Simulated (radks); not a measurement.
All-electron atom: Re1.8+ in [Ar] 3d(3/2: 4, 5/2: 5.2) 4s2 4p6 4d10 4f14 5s2 5p6 5d5 6s1 (fractional occupations, a model configuration).

Method: Dirac Kohn-Sham, PBEsol, spin-unpolarised, spherical densities, finite nucleus; open shells fill j = l - 1/2 first; Fermi nuclear charge, rms radius 5.3698 fm; computed with a radial shooting solver on a logarithmic mesh with Libxc functionals.

Energy parts (eV):
| part | energy |
|---|---|
| total | -453190.96 |
| kinetic | 512458.06 |
| electron-nucleus | -1131545.65 |
| Hartree | 174743.85 |
| exchange-correlation | -8847.23 |

Orbitals (lengths in bohr, moments of r in powers of bohr):
| orbital | occ. | eigenvalue (eV) | <r> | <1/r> |
|---|---|---|---|---|
| 1s1/2 | 2 | -71586.11 | 0.01805 | 88.68 |
| 2s1/2 | 2 | -12469.32 | 0.07559 | 21.63 |
| 2p1/2 | 2 | -11939.60 | 0.06246 | 21.60 |
| 2p3/2 | 4 | -10500.23 | 0.07052 | 18.04 |
| 3s1/2 | 2 | -2923.995 | 0.1964 | 7.970 |
| 3p1/2 | 2 | -2688.328 | 0.1863 | 7.889 |
| 3p3/2 | 4 | -2373.089 | 0.2011 | 6.965 |
| 3d3/2 | 4 | -1978.389 | 0.1756 | 6.862 |
| 3d5/2 | 5.2 | -1909.661 | 0.1801 | 6.645 |
| 4s1/2 | 2 | -629.0704 | 0.4379 | 3.367 |
| 4p1/2 | 2 | -529.8491 | 0.4417 | 3.260 |
| 4p3/2 | 4 | -455.5620 | 0.4748 | 2.936 |
| 4d3/2 | 4 | -292.2453 | 0.4874 | 2.732 |
| 4d5/2 | 6 | -278.3676 | 0.4985 | 2.655 |
| 5s1/2 | 2 | -105.6460 | 1.021 | 1.329 |
| 5p1/2 | 2 | -74.9916 | 1.114 | 1.203 |
| 4f5/2 | 6 | -70.9641 | 0.5537 | 2.251 |
| 4f7/2 | 8 | -68.2086 | 0.5617 | 2.219 |
| 5p3/2 | 4 | -63.3773 | 1.211 | 1.089 |
| 5d3/2 | 4 | -23.1417 | 1.664 | 0.7826 |
| 5d5/2 | 1 | -22.0180 | 1.717 | 0.7565 |
| 6s1/2 | 1 | -19.7837 | 2.642 | 0.4824 |

The highest occupied level is 6s1/2 at -19.784 eV. Summed over all electrons, <r^2> = 46.87 bohr^2, which gives a Langevin (diamagnetic) susceptibility term of -37.1 x 10^-6 cm^3/mol. The electron density at the nucleus is 1.545e+06 e/bohr^3.
